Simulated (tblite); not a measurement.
Species: C₇H₄FN₂ (doublet state).
Atom-mapped SMILES: `[H]/[N:7]=[C:6]1\[C@@:3]([C:2]#[CH:1])([C:4]#[N:5])[C@H:9]([F:10])[CH:8]1` (hydrogens: H11 on C1; H12 on N7; H13 on C8; H14 on C9)

Structure optimised with GFN2-xTB, isolated species. This method treats the open shell by occupation alone, without spin polarisation.

What internal coordinates does the optimisation give?

```json
{"bond": "C1≡C2", "length (Å)": "1.197"}
{"bond": "C2–C3", "length (Å)": "1.440"}
{"bond": "C3–C4", "length (Å)": "1.437"}
{"bond": "C4≡N5", "length (Å)": "1.143"}
{"bond": "C3–C6", "length (Å)": "1.581"}
{"bond": "C6=N7", "length (Å)": "1.262"}
{"bond": "C6–C8", "length (Å)": "1.401"}
{"bond": "C8–C9", "length (Å)": "1.488"}
{"bond": "C9–F10", "length (Å)": "1.367"}
{"bond": "C3–C9", "length (Å)": "1.570"}
{"bond": "C1–H11", "length (Å)": "1.049"}
{"bond": "N7–H12", "length (Å)": "1.014"}
{"bond": "C8–H13", "length (Å)": "1.072"}
{"bond": "C9–H14", "length (Å)": "1.098"}
```

A selection of angles:
```json
{"angle": "C2–C1–H11", "degrees": "178.9"}
{"angle": "C1–C2–C3", "degrees": "178.6"}
{"angle": "C2–C3–C4", "degrees": "111.4"}
{"angle": "C2–C3–C6", "degrees": "113.8"}
{"angle": "C2–C3–C9", "degrees": "115.9"}
{"angle": "C4–C3–C6", "degrees": "113.4"}
{"angle": "C4–C3–C9", "degrees": "114.7"}
{"angle": "C6–C3–C9", "degrees": "85.4"}
{"angle": "C3–C4–N5", "degrees": "178.5"}
{"angle": "C3–C6–N7", "degrees": "135.2"}
{"angle": "C3–C6–C8", "degrees": "90.6"}
{"angle": "N7–C6–C8", "degrees": "134.2"}
{"angle": "C6–N7–H12", "degrees": "117.5"}
{"angle": "C6–C8–C9", "degrees": "95.3"}
{"angle": "C6–C8–H13", "degrees": "131.9"}
{"angle": "C9–C8–H13", "degrees": "130.6"}
{"angle": "C8–C9–F10", "degrees": "116.2"}
{"angle": "C8–C9–H14", "degrees": "116.3"}
{"angle": "F10–C9–H14", "degrees": "106.6"}
{"angle": "C3–C9–C8", "degrees": "87.9"}
{"angle": "C3–C9–F10", "degrees": "116.2"}
{"angle": "C3–C9–H14", "degrees": "113.3"}
```

Torsions: C2–C3–C6–N7 -72° (synclinal); C3–C6–C8–C9 7° (synperiplanar); C6–C8–C9–F10 -125° (anticlinal); C2–C3–C9–C8 -108° (anticlinal); H12–N7–C6–C3 8° (synperiplanar).

The 7 C–C bonds span 1.197 Å (C1≡C2, drawn triple) to 1.581 Å (C3–C6, drawn single), a spread of 0.384 Å. C8 (carbon bonded to 2 C and H) is almost planar (angles 131.9°, 130.6° and 95.3°, sum 357.9°, 0.10 Å off the plane of its three neighbours). The 4-membered ring C3–C6–C8–C9 has internal angles of 85.4° to 95.3° (sum 359°, against 360° for a flat polygon); it is slightly puckered (a soft mode that the optimisation may not have finished), 0.04 Å rms from its mean plane, widest ring torsion 7°. C6 (carbon bonded to 2 C and N) is planar (angles 135.2°, 134.2° and 90.6°, sum 360.0°, 0.01 Å off the plane of its three neighbours). The 2 C–N bonds span 1.143 Å (C4≡N5, drawn triple) to 1.262 Å (C6=N7, drawn double in one of several resonance forms), a spread of 0.119 Å.

Point group: C1 (no symmetry element, even within 0.4 Å). Its GFN2-xTB frequencies are all real (lowest 88 cm⁻¹).

The numbers are calculated, not measured.
